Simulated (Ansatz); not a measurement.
Job for Ansatz (a program for electronic structure): R-wB97M-V/def2-TZVPP on H3IPbSi (SMILES [SiH3][Pb][I]), a point of a torsion scan. Elements past Kr take the def2 small-core potentials; no spin–orbit coupling.

Ansatz 0.2 input:
```yaml
crystal:
  periodic: [false, false, false]
  atoms:
    - {symbol: Si, position_ang: [-0.79528968, 0.00171468, -0.01695161]}
    - {symbol: Pb, position_ang: [1.45248811, 1.49962939, -0.01597596]}
    - {symbol: I, position_ang: [3.24184148, -0.58477745, -0.17884568]}
    - {symbol: H, position_ang: [-1.10850918, -0.58178562, 1.28934350]}
    - {symbol: H, position_ang: [-1.98216144, 0.79698765, -0.35657293]}
    - {symbol: H, position_ang: [-0.81398888, -1.11971188, -0.95243979]}
basis:
  gaussian:
    orbitals: def2-TZVPP
hamiltonian:
  xc: {name: wB97M-V}
scf: {lower_state_search: off}
```

Program output:

```
WARN ansatz: RAYON_NUM_THREADS=1 ignored (pool sized by the plan → 1); use --threads N
Functional definition: wB97M-V
these checks for a lower state are left out or cut short: stability, starts, cluster_reference, orbital_swaps, neighbouring_geometries, increment
integrals: 0.16 GiB planned
1274 factors; their error is unknown
integrals: 0.19 GiB planned
319 factors; integrals over basis functions are off by at most 4.5e-5 eV
mean field: 1.27 GiB planned
mean field evaluation 1: about -21272.7527 eV, gradient 1.5e1 eV
mean field evaluation 2: about -21273.4900 eV, gradient 1.3e1 eV
mean field evaluation 4: about -21273.9288 eV, gradient 7.5e-1 eV
mean field evaluation 8: about -21273.9372 eV, gradient 4.5e-2 eV
mean field evaluation 16: about -21274.1270 eV, gradient 4.2e-4 eV
mean field -21274.12703632 eV, -781.8097484634 hartree, gradient 6.3e-6 eV, S^2 0.000000; 0 other end points of the search recorded, 0 dependent functions left out
reference -21274.12708867 eV, -781.8097503873 hartree; 32, 32 occupied and 152, 152 virtual orbitals, 1274 factors
Total energy: -21274.12708867 eV, -781.8097503873 hartree
Checks for a lower state left out: stability, starts, cluster_reference, orbital_swaps, neighbouring_geometries, increment
```

The calculation finished and met its thresholds.

Cost: around 10 core-seconds (rough).
